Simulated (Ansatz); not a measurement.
Program: Ansatz. Geometries: PBE0-D4/def2-TZVP. ΔE: electronic, gas phase. CBS: MP2 limit from def2 TZ/QZ plus the TZ coupled-cluster correction, frozen cores. Functionals use def2-TZVPP. B3LYP here is the variant with VWN-RPA as its local correlation; programs differ in this. Each species was taken in one conformer, which may not be the lowest.

Reaction (redistribution): `C=N[SiH](O)S` + `[NH2][Al]([OH])[SH]` → `O[SiH](S)S` + `C=[N][Al]([NH2])[OH]`

```json
{"level": "B3LYP-D4", "ΔE (kJ/mol)": "36.3", "difference from CCSD(T)/CBS": "-4.7"}
{"level": "ωB97X-V", "ΔE (kJ/mol)": "40.5", "difference from CCSD(T)/CBS": "-0.5"}
{"level": "B2PLYP", "ΔE (kJ/mol)": "39.0", "difference from CCSD(T)/CBS": "-2.0"}
{"level": "PBE0", "ΔE (kJ/mol)": "38.1", "difference from CCSD(T)/CBS": "-2.9"}
{"level": "B3LYP", "ΔE (kJ/mol)": "36.5", "difference from CCSD(T)/CBS": "-4.5"}
{"level": "SCS-MP2/def2-TZVPP", "ΔE (kJ/mol)": "41.3", "difference from CCSD(T)/CBS": "0.3"}
{"level": "CCSD/def2-TZVPP", "ΔE (kJ/mol)": "42.6", "difference from CCSD(T)/CBS": "1.6"}
{"level": "CCSD(T)/def2-TZVPP", "ΔE (kJ/mol)": "42.7", "difference from CCSD(T)/CBS": "1.7"}
{"level": "SCS-MP2/def2-QZVPP", "ΔE (kJ/mol)": "40.4", "difference from CCSD(T)/CBS": "-0.6"}
{"level": "HF/CBS(def2)", "ΔE (kJ/mol)": "45.1", "difference from CCSD(T)/CBS": "4.1"}
{"level": "CCSD(T)/CBS", "ΔE (kJ/mol)": "41.0", "difference from CCSD(T)/CBS": "0"}
```

Largest T1 diagnostic among the species: 0.013.

CCSD(T)/CBS has its own doubt, a few kJ/mol and more with outer-core shells, so smaller differences from it don't rank the levels.
